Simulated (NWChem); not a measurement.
System: C2H6FNSi; SMILES C=C(F)[SiH2]N

NWChem input:

```
start job
memory heap 200 mb stack 900 mb global 1100 mb
geometry units angstroms noautoz
  C      0.899334     1.888275     0.410077
  C      0.053361     0.953857    -0.025031
  F     -1.248720     1.308793    -0.263097
  Si     0.410835    -0.869035    -0.373258
  N     -0.471011    -2.022600     0.570852
  H      0.584094     2.916202     0.569662
  H      1.934909     1.635496     0.610169
  H      1.865164    -1.043197    -0.123627
  H      0.053575    -1.133645    -1.789855
  H     -0.347068    -2.052449     1.576328
  H     -1.435826    -2.213790     0.327128
end
basis spherical
  * library def2-svp
end
dft
  xc xcamb88 1.00 lyp 0.81 vwn_5 0.19 hfexch 1.00
  cam 0.33 cam_alpha 0.19 cam_beta 0.46
  iterations 150
  mulliken
end
task dft energy
```

Parts of the log:

```
             Northwest Computational Chemistry Package (NWChem) 7.3.0
             --------------------------------------------------------

 C1  symmetry detected

                             Geometry "geometry" -> ""
                             -------------------------

 Output coordinates in angstroms (scale by  1.889725989 to convert to a.u.)

  No.       Tag          Charge          X              Y              Z
 ---- ---------------- ---------- -------------- -------------- --------------
    1 C                    6.0000     0.93333795     1.86788040     0.38950939
    2 C                    6.0000     0.05974315     0.94142028    -0.00625577
    3 F                    9.0000    -1.25589704     1.29878376    -0.14572679
    4 Si                  14.0000     0.39319916    -0.87272608    -0.41815989
    5 N                    7.0000    -0.42047125    -2.04836698     0.55934570
    6 H                    1.0000     0.62936581     2.89144318     0.59297365
    7 H                    1.0000     1.98042633     1.61292974     0.51180292
    8 H                    1.0000     1.86142585    -1.04929841    -0.27375247
    9 H                    1.0000    -0.06124412    -1.10717893    -1.81204417
   10 H                    1.0000    -0.22712077    -2.09983465     1.55292584
   11 H                    1.0000    -1.39975590    -2.23618481     0.37893222

 Effective nuclear repulsion energy (a.u.)     222.0387265240

                                 NWChem DFT Module
                                 -----------------

 Summary of "ao basis" -> "ao basis" (spherical)
 ------------------------------------------------------------------------------
       Tag                 Description            Shells   Functions and Types
 ---------------- ------------------------------  ------  ---------------------
 C                          def2-svp                 6       14   3s2p1d
 F                          def2-svp                 6       14   3s2p1d
 Si                         def2-svp                 8       18   4s3p1d
 N                          def2-svp                 6       14   3s2p1d
 H                          def2-svp                 3        5   2s1p

            General Information
            -------------------
          SCF calculation type: DFT
          Wavefunction type:  closed shell.
          No. of atoms     :    11
          No. of electrons :    48
           Alpha electrons :    24
            Beta electrons :    24
          Charge           :     0
          Spin multiplicity:     1
          Use of symmetry is: off; symmetry adaption is: off
          Maximum number of iterations: 150
          AO basis - number of functions:   104
                     number of shells:    50
          Convergence on energy requested:  1.00D-06
          Convergence on density requested:  1.00D-05
          Convergence on gradient requested:  5.00D-04

              XC Information
              --------------
                     Hartree-Fock (Exact) Exchange  1.000
                   CAM-Becke88 Exchange Functional  1.000
                      VWN V Correlation Functional  0.190 local
              Lee-Yang-Parr Correlation Functional  0.810

           Range-Separation Parameters
           ---------------------------
           Alpha           :  0.19
           Beta            :  0.46
           Gamma           :  0.33
           Short-Range HF  :     F

             Grid Information
             ----------------
          Grid used for XC integration:  medium
          Radial quadrature: Mura-Knowles
          Angular quadrature: Lebedev.
          Tag              B.-S. Rad. Rad. Pts. Rad. Cut. Ang. Pts.
          ---              ---------- --------- --------- ---------
          C                   0.70       49          12.0       434
          F                   0.50       49          10.0       434
          Si                  1.10       88          11.0       590
          N                   0.65       49          12.0       434
          H                   0.35       45          13.0       434
          Grid pruning is: on
          Number of quadrature shells:   554
          Spatial weights used:  Erf1

      Superposition of Atomic Density Guess
      -------------------------------------

 Sum of atomic energies:        -520.52053240

      Non-variational initial energy
      ------------------------------

 Total energy =    -522.746132
 1-e energy   =   -1158.292561
 2-e energy   =     413.507703
 HOMO         =      -0.308818
 LUMO         =       0.001825

     ---------------------------------------------
      Total Density - Mulliken Population Analysis
     ---------------------------------------------

    Atom       Charge   Shell Charges
 -----------   ------   -------------------------------------------------------
    1 C    6     6.31   1.99  0.97  0.26  2.05  1.02  0.02
    2 C    6     5.76   1.99  0.96  0.32  1.64  0.78  0.06
    3 F    9     9.41   1.99  1.14  0.78  3.43  2.06  0.00
    4 Si  14    13.30   2.00  1.99  0.97  0.22  5.94  1.09  0.88  0.22
    5 N    7     7.77   1.99  1.03  0.45  2.60  1.70  0.01
    6 H    1     0.89   0.66  0.20  0.03
    7 H    1     0.88   0.66  0.20  0.03
    8 H    1     1.09   0.70  0.38  0.01
    9 H    1     1.09   0.71  0.37  0.01
   10 H    1     0.75   0.59  0.12  0.04
   11 H    1     0.75   0.59  0.12  0.05

   convergence    iter        energy       DeltaE   RMS-Dens  Diis-err
 ---------------- ----- ----------------- --------- --------- ---------
 d= 0,ls=0.0,diis     1   -523.4638157448 -7.46D+02  9.48D-03  6.56D-01
 d= 0,ls=0.0,diis     2   -523.4853290239 -2.15D-02  4.44D-03  5.65D-01
 d= 0,ls=0.0,diis     3   -523.5387592612 -5.34D-02  8.90D-04  2.47D-02
 d= 0,ls=0.0,diis     4   -523.5412924118 -2.53D-03  1.87D-04  5.40D-04
 d= 0,ls=0.0,diis     5   -523.5413356423 -4.32D-05  6.98D-05  1.26D-04
  Resetting Diis
 d= 0,ls=0.0,diis     6   -523.5413487225 -1.31D-05  2.33D-05  5.59D-06
 d= 0,ls=0.0,diis     7   -523.5413494025 -6.80D-07  7.25D-06  3.47D-07

         Total DFT energy =     -523.541349402482
      One electron energy =    -1162.351527320591
           Coulomb energy =      468.047536478469
    Exchange-Corr. energy =      -51.276085084390
 Nuclear repulsion energy =      222.038726524030

 Numeric. integr. density =       48.000010479129

                       DFT Final Molecular Orbital Analysis
                       ------------------------------------

 Vector   22  Occ=2.000000D+00  E=-3.995032D-01
              MO Center= -1.4D-01,  4.2D-02, -7.8D-02, r^2= 3.6D+00
   Bfn.  Coefficient  Atom+Function         Bfn.  Coefficient  Atom+Function
  ----- ------------  ---------------      ----- ------------  ---------------
    33      0.368383   3 F  py               19      0.293509   2 C  py
    36     -0.261741   3 F  py               65      0.196251   5 N  py
    51     -0.192504   4 Si py               17     -0.181852   2 C  s
    68     -0.155875   5 N  py                5     -0.147078   1 C  py
     3      0.132284   1 C  s                52     -0.124901   4 Si pz

 Vector   23  Occ=2.000000D+00  E=-3.309060D-01
              MO Center=  8.2D-02,  1.5D-01,  1.3D-01, r^2= 4.3D+00
   Bfn.  Coefficient  Atom+Function         Bfn.  Coefficient  Atom+Function
  ----- ------------  ---------------      ----- ------------  ---------------
    20      0.294770   2 C  pz                6      0.260837   1 C  pz
    65     -0.249270   5 N  py               34      0.233423   3 F  pz
    68      0.208900   5 N  py                9      0.194870   1 C  pz
    37     -0.182243   3 F  pz               23      0.165036   2 C  pz
    17     -0.155975   2 C  s                64      0.148144   5 N  px

 Vector   24  Occ=2.000000D+00  E=-3.189907D-01
              MO Center=  3.2D-02, -3.3D-01,  3.4D-01, r^2= 4.5D+00
   Bfn.  Coefficient  Atom+Function         Bfn.  Coefficient  Atom+Function
  ----- ------------  ---------------      ----- ------------  ---------------
    65      0.364292   5 N  py               68     -0.310046   5 N  py
     6      0.288484   1 C  pz                9      0.212029   1 C  pz
    19     -0.199989   2 C  py               20      0.197213   2 C  pz
    17      0.156648   2 C  s                34      0.149439   3 F  pz
    64     -0.146706   5 N  px               22     -0.127671   2 C  py

 Vector   25  Occ=0.000000D+00  E= 3.550736D-02
              MO Center=  3.9D-01,  6.0D-01,  1.1D-01, r^2= 4.1D+00
   Bfn.  Coefficient  Atom+Function         Bfn.  Coefficient  Atom+Function
  ----- ------------  ---------------      ----- ------------  ---------------
    63      0.579819   5 N  s                 9      0.487635   1 C  pz
    55     -0.448609   4 Si pz               23     -0.370620   2 C  pz
     6      0.349982   1 C  pz               91     -0.320405   9 H  s
    20     -0.314602   2 C  pz               54      0.283476   4 Si py
   101     -0.216504  11 H  s                96     -0.188985  10 H  s

 Vector   26  Occ=0.000000D+00  E= 9.242859D-02
              MO Center= -2.7D-01, -8.4D-01,  3.1D-01, r^2= 6.0D+00
   Bfn.  Coefficient  Atom+Function         Bfn.  Coefficient  Atom+Function
  ----- ------------  ---------------      ----- ------------  ---------------
    63      1.213834   5 N  s                53      0.737481   4 Si px
    96     -0.669395  10 H  s               101     -0.568128  11 H  s
    86     -0.521155   8 H  s                23      0.326289   2 C  pz
     9     -0.268439   1 C  pz               55     -0.255172   4 Si pz
    81     -0.255841   7 H  s                20      0.227997   2 C  pz

[...]
```

Level: CAM-B3LYP/def2-SVP. All runs use the structure optimised with B3LYP/6-31G* (spherical d).
